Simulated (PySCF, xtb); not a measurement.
SnO₂, SMILES [O]=[Sn]=[O].

GFN2-xTB run with xtb 6.7.1 at its own geometry gives an orbital gap of 4.78 eV and a dipole moment of 0.00 D.

Geometry optimised at r2SCAN-D4/def2-TZVP. The def2 effective core potentials stand for the cores of Sn; spin–orbit coupling is left out.

**Question.** What does PBE/def2-TZVPD in PySCF give? (Estimate from the structure and the level; the computed values follow.)

**Answer.** gap 2.95 eV (levels -7.20 and -4.25 eV), dipole 0.00 D.
